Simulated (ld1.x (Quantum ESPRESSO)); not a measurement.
**osmium (Os), TM semilocal: configuration errors across variants**

ld1.x (Quantum ESPRESSO) 7.5 input, shortened:

```
&input
   title='Os', zed=76., rel=1, dft='PBE', iswitch=3,
   config='[Xe] 4f14 5d6 5f-2 6s1.5 6p0.5'
 /
 &inputp
   pseudotype=1, tm=.true., lloc=1,
   nlcc=.false.
 /
4
6S  1  0   1.50   0.00  2.55  2.55  0.0
5D  3  2   6.00   0.00  1.70  1.70  0.0
5F  4  3  -2.00   0.10  2.05  2.05  0.0
5P  2  1   6.00   0.00  1.80  1.80  0.0
 &test
   configts(1)='5p6 5d6 6s1.5 6p0.5'
 /
```

Occupied shells without a wave of their own: 6p. They enter only through the test configuration that unscreens the potential.

All-electron excitation energies from the reference (eV): (1) 5p6 5d6 6s2 6p0 -2.481; (2) 5p6 5d6 6s1 6p0 7.096; (3) 5p6 5d6 6s0 6p0 24.010; (4) 5p5 5d6 6s2 6p0 54.435; (5) 5p6 5d5 6s2 6p1 3.624; (6) 5p6 5d5 6s2 6p0 8.597; (7) 5p6 5d5 6s0 6p0 52.857.

A semilocal file is local in each channel, so a ghost entry of none says nothing of the separable form that plane-wave codes build from it.

For the base: The 6p level has no wave, so the channel is fitted at the deeper level alone: the likely source of the large errors.

Errors AE − PS in meV (a dash: test not solved or not reliable):

```csv
change,(1),(2),(3),(4),(5),(6),(7),bound ghosts
base,-75,-152,-256,-390,+116,-188,-340,none
wave 5p (bound): rc 1.80 bohr becomes 5p (bound): rc 1.12 bohr,-7.1,-17,-44,-166,+1.5,-30,-12,none
wave 5p (bound): rc 1.80 bohr becomes 5p (bound): rc 1.36 bohr,-16,-35,-72,-196,+17,-51,-56,none
wave 5p (bound): rc 1.80 bohr becomes 5p (bound): rc 1.48 bohr,-25,-55,-103,-229,+33,-74,-104,none
wave 5p (bound): rc 1.80 bohr becomes 5p (bound): rc 1.68 bohr,-52,-109,-188,-320,+79,-137,-236,none
wave 5p (bound): rc 1.80 bohr becomes 5p (bound): rc 2.00 bohr,-105,-210,-345,-482,+164,-256,-477,none
wave 5p (bound): rc 1.80 bohr becomes 5p (bound): rc 2.20 bohr,-120,-238,-389,-525,+187,-289,-543,none
wave 5p (bound): rc 1.80 bohr becomes 5p (bound): rc 2.40 bohr,-107,-215,-353,-490,+168,-262,-489,none
wave 5p (bound): rc 1.80 bohr becomes 5p (bound): rc 2.56 bohr,-63,-133,-228,-370,+103,-168,-303,none
wave 5p (bound): rc 1.80 bohr becomes 5p (bound): rc 2.70 bohr,-14,-40,-86,-236,+31,-61,-91,none
```

**Question.** Give the same row for: wave 5p (bound): rc 1.80 bohr becomes 5p (bound): rc 1.88 bohr.

**Answer.** -83, -167, -280, -415, +129, -206, -377; bound ghosts: none.
